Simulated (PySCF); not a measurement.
## How the method changes the constants of SeH

State: ²Π (doublet), unpaired electrons π ↑. Set-up: PySCF, scalar-relativistic core potentials, basis sets H cc-pVTZ, Se cc-pVTZ-PP with ECP10. De refers to H + Se in their high-spin ground configurations, without counterpoise correction. The functionals are run spin-unrestricted. A positive dipole means H(−)Se(+).

| Level | Re (Å) | ωe (cm⁻¹) | De (eV) | μ (D) |
| --- | --- | --- | --- | --- |
| UHF | 1.455 | 2548 | 2.22 | -0.60 |
| UHF-MP2 | 1.451 | 2537 | 3.21 | n/a |
| UHF-SCS-MP2 | 1.454 | 2512 | 3.28 | n/a |
| UHF-CCSD | 1.458 | 2472 | 3.28 | n/a |
| UHF-CCSD(T) | 1.460 | 2454 | 3.32 | n/a |
| LDA | 1.483 | 2340 | 3.90 | -0.55 |
| PBE | 1.485 | 2329 | 3.38 | -0.47 |
| r²SCAN | 1.469 | 2409 | 3.40 | -0.54 |
| M06-L | 1.470 | 2424 | 3.36 | -0.49 |
| PBE0 | 1.471 | 2422 | 3.32 | -0.53 |
| M06-2X | 1.469 | 2445 | 3.18 | -0.54 |
| LC-ωPBE | 1.462 | 2501 | 3.25 | -0.56 |

(1) Which functional lies closest to UHF-CCSD(T) in De, which farthest, and by how much do they differ from it?

(2) What does a quarter of exact exchange do here, going from PBE to PBE0?

(3) What does the triples do here, going from UHF-CCSD to UHF-CCSD(T)?

Correlated steps freeze 4 core orbitals. Spin–orbit coupling is left out. Counting both spins, an empty level lies below a filled one in some of these solutions, because spin and occupation are held. The state was picked by a PBE0 search and need not be the measured ground state.

Results:

(1) Closest is PBE0 (+1.1 pm in Re, -1.3 % in ωe, +0.00 eV in De against UHF-CCSD(T) in the same basis), farthest LDA (+2.3 pm in Re, -4.6 % in ωe, +0.58 eV in De). CCSD(T) converges more slowly with the basis than the functionals do and binds too weakly in this one, so the order can change at the basis-set limit.

(2) PBE0 less PBE: -1.4 pm in Re, +4.0 % in ωe, -0.06 eV in De. Exact exchange removes part of the self-interaction that spreads semilocal densities, and in most molecules shortens and stiffens the bond and lowers De; so it does here.

(3) UHF-CCSD(T) less UHF-CCSD: +0.2 pm in Re, -0.7 % in ωe, +0.04 eV in De. Correlation nearly always deepens the well. The bond lengthens, as in strong covalent bonds, where excitations into antibonding orbitals dominate.
